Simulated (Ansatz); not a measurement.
A run for Ansatz (a quantum-chemistry and plane-wave program): R-RI-MP2/cc-pV(Q+d)Z on H2O (SMILES O). The basis file is the Basis Set Exchange's JSON of that set.

Ansatz 0.2 input:
```yaml
crystal:
  periodic: [false, false, false]
  atoms:
    - {symbol: O, position_ang: [-0.00000000, 0.00000000, 0.38961139]}
    - {symbol: H, position_ang: [0.00000000, 0.76498632, -0.19485569]}
    - {symbol: H, position_ang: [0.00000000, -0.76498632, -0.19485569]}
basis:
  gaussian:
    orbitals: cc-pV_Q+d_Z.json
    fitting: {mean_field: def2-universal-JKFIT, correlation: cc-pVQZ-RIFIT.json}
magnetization: {spin_polarized: false}
correlation: {method: mp2, electrons: outside_noble_gas}
scf: {lower_state_search: off}
```

It printed:

```
WARN ansatz: RAYON_NUM_THREADS=4 ignored (pool sized by the plan → 4); use --threads N
Functional definition: HF
these checks for a lower state are left out or cut short: stability, starts, cluster_reference, orbital_swaps, neighbouring_geometries, increment
integrals: 0.02 GiB planned
113 factors; integrals over basis functions are off by at most 2.3e0 eV
242 factors; integrals over basis functions are off by at most 6.0e-1 eV
mean field: 0.09 GiB planned
mean field evaluation 1: about -2068.0187 eV, gradient 3.3e1 eV
mean field evaluation 2: about -2069.1577 eV, gradient 2.1e1 eV
mean field evaluation 4: about -2069.8173 eV, gradient 3.4e-1 eV
mean field evaluation 8: about -2069.8178 eV, gradient 7.8e-7 eV
mean field -2069.81781886 eV, -76.0644018702 hartree, gradient 7.8e-7 eV, S^2 0.000000; 0 other end points of the search recorded, 0 dependent functions left out
1 core orbitals not correlated
reference -2069.81781886 eV, -76.0644018702 hartree; 4, 4 occupied and 110, 110 virtual orbitals, 242 factors
second order -7.70238431 eV of doubles, -0.00000000 eV of singles
Total energy: -2077.52020317 eV, -76.3474592726 hartree
Checks for a lower state left out: stability, starts, cluster_reference, orbital_swaps, neighbouring_geometries, increment
```

Self-consistency was reached.

Cost: very roughly 0.5 core-seconds.
